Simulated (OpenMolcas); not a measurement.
# neutral iodine: thermal populations, the spin-orbit constant, worked from levels

```yaml
Program: OpenMolcas 26.06
Basis: ANO-R3 [8s7p5d4f3g2h]
Scalar_Hamiltonian: X2C, finite nucleus
Active_space: 5 electrons in 9 orbitals (RAS2 5p; RAS3 5d 6s, at most 1 electron)
State_averaging: 2S+1 = 2 odd, 3 roots; 2S+1 = 4 even, 3 roots; 2S+1 = 2 even, 9 roots
Spin-orbit_coupling: RASSI with atomic mean-field integrals over the reference wave functions, term energies averaged over their components
```

Methods: RASSCF; SS-RASPT2, IPEA 0.25 Eh, imaginary shift 0.1 Eh (closed shells correlated: 4d 5s). Measured levels: NIST Handbook of Basic Atomic Spectroscopic Data.

**Thermal populations.** Z = Σ (2J + 1) exp(-E/kT) with k = 0.695035 cm-1/K, over the levels below. No other level of either list lies under 50800 cm-1, which is above 7 kT at each temperature.

```csv
Level,2J + 1,SS-RASPT2,measured
5s² 5p⁵ ²P°_3/2,4,0.0,0.0
5s² 5p⁵ ²P°_1/2,2,6920,7603
```

```csv
T (K),"Z, SS-RASPT2","Z, measured levels","Ground level (%), SS-RASPT2","Ground level (%), measured levels"
3000,4.072,4.052,98.2,98.7
5000,4.273,4.224,93.6,94.7
8000,4.576,4.510,87.4,88.7
```

At 8000 K, kT = 5560 cm-1, and the computed levels give Z = 4.000 + 0.576 = 4.576.

**The spin-orbit constant.** For the Hund term ²P° of p5, E(J) = (A/2) J(J+1) + constant and ζ = -2S·A = -A. From J = 1/2 to J = 3/2 the energy changes by 1.5 A.

| Source | E(3/2) - E(1/2) | A | ζ |
| --- | --- | --- | --- |
| RASSCF | -6915.9 | -4610.6 | 4611 |
| SS-RASPT2 | -6915.9 | -4610.6 | 4611 |
| measured | -7603.1 | -5068.7 | 5069 |

All in cm-1. SS-RASPT2 is off by -9.0 % and RASSCF by -9.0 %. Both methods take the spin-orbit matrix elements from the reference wave functions, so the second can move ζ only through the term energies and any multistate remixing.

No level of 5s² 5p⁴ 5d was computed, though it lies in the active space. Measured partners are found by configuration, term and J. A level has none where our copy of the source lacks it or the pairing is in doubt (some pairs that miss far off the trend of their configuration count as doubtful), and it then counts in no deviation. Where the source uses jj or jK labels, the order within each J decides. Only configurations of the active space appear.

° marks odd parity.
